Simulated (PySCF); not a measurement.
**Working out the ionisation energy of Co²⁺**

Co²⁺ [Ar] 3d7 (4F) → Co³⁺ [Ar] 3d6 (5D). Computed with PySCF 2.14 in x2c-SVPall, with the spin-free X2C one-electron Hamiltonian (Gaussian nucleus). Frozen: [Ar]. Energies in hartree (1 hartree = 27.21139 eV):

| part | Co²⁺ (lower) | Co³⁺ (upper) |
| --- | --- | --- |
| UHF | -1390.815145 | -1389.659020 |
| MP2 opposite-spin | -0.059486 | -0.023696 |
| MP2 same-spin | -0.047577 | -0.035190 |

Q: What does Hartree-Fock give?

A: (-1389.659020) − (-1390.815145) = 1.156125 hartree = 31.460 eV.

Q: What do MP2 and SCS-MP2 (6/5 opposite-spin, 1/3 same-spin) give?

A: The opposite-spin parts differ by 0.974 eV and the same-spin parts by 0.337 eV. MP2: 31.460 + (0.974) + (0.337) = 32.771 eV. SCS-MP2: 31.460 + 1.2 × (0.974) + (0.337)/3 = 32.741 eV.

Reference: 33.5 ± 0.06 eV (semi-empirical (NIST evaluation); NIST Atomic Spectra Database, ionization energies), between the lowest levels; spin-orbit coupling is absent from the calculation.

A double-zeta basis recovers only part of the correlation energy.

What remains against the reference includes basis incompleteness, the frozen core and correlation beyond second order.
